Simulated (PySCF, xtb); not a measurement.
1,1,2-trichloroprop-1-ene (C₃H₃Cl₃), SMILES CC(Cl)=C(Cl)Cl.

GFN2-xTB (xtb) at its own geometry gives an orbital gap of 4.04 eV and a dipole moment of 1.70 D.

The structure is a stationary point at PBE-D3(BJ)/def2-SVP.

**Question.** What does PBE/def2-TZVP in PySCF give? (An estimate is asked for; the answer gives what the named calculation found.)

**Answer.** gap 4.32 eV (levels -5.93 and -1.61 eV), dipole 1.54 D.
